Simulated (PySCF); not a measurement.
C4H3F5O.
SMILES with atom numbers: `[F:1]/[CH:2]=[C:3](/[F:4])[CH2:5][O:6][C:7]([F:8])([F:9])[F:10]` (hydrogens: H11 on C2; H12, H13 on C5)

Cartesian coordinates in Å at the GFN2-xTB level; atoms count from 1:
```
atom  x, y, z in Å
F1     2.3299   -0.5742    1.1936
C2     2.0971    0.1451    0.0988
C3     0.9938   -0.0332   -0.6153
F4     0.8267    0.7064   -1.7256
C5    -0.1286   -0.9864   -0.3171
O6    -0.9824   -0.5378    0.7506
C7    -1.6844    0.5619    0.5303
F8    -2.5374    0.7429    1.5283
F9    -2.4006    0.5252   -0.6050
F10   -0.9383    1.6775    0.4481
H11    2.8767    0.8541   -0.1360
H12   -0.7196   -1.1471   -1.2252
H13    0.2629   -1.9338    0.0568
```

The closed-shell SCF was solved with PySCF and density fitting under several settings on one GFN2-xTB geometry (grid level 2 and gas phase unless stated).

| settings | basis functions | SCF cycles | E (Eh) | HOMO (eV) | LUMO (eV) | dipole (D) |
| --- | --- | --- | --- | --- | --- | --- |
| PBE0/pcSseg-1 | 185 | 14 | -727.8495 | -7.87 | -0.56 | 2.52 |
| wB97X-D/def2-SVPD, fitting basis def2-qzvpp-jkfit | 242 | 11 | -727.9118 | -9.87 | 1.12 | 2.51 |
| revPBE/def2-SVP, IEF-PCM water, start guess sap | 155 | 14 | -727.8496 | -5.96 | -0.92 | 2.68 |

**Question.** Estimate the row for these settings: OLYP/def2-SVP, energy threshold 1e-08 Eh.

**Answer.** 
```tsv
settings	basis functions	SCF cycles	E (Eh)	HOMO (eV)	LUMO (eV)	dipole (D)
OLYP/def2-SVP, energy threshold 1e-08 Eh	155	10	-727.8815	-6.14	-1.11	2.24
```

**Question.** Over all rows, what range does the HOMO–LUMO gap span?

**Answer.** From 5.03 eV (OLYP/def2-SVP, energy threshold 1e-08 Eh) to 10.99 eV (wB97X-D/def2-SVPD, fitting basis def2-qzvpp-jkfit). The functional of the narrowest has no exact exchange, that of the widest range-separated exact exchange.

**Question.** And the dipole moment?

**Answer.** From 2.24 D (OLYP/def2-SVP, energy threshold 1e-08 Eh) to 2.68 D (revPBE/def2-SVP, IEF-PCM water, start guess sap); the largest is 1.20 times the smallest, and the median is 2.51 D.

wB97X-D ran without the empirical dispersion term, which would shift the total energy alone. Cycle counts include a coarse-grid stage where the run had one. The structure is a single GFN2-xTB conformer; no vibrational corrections.
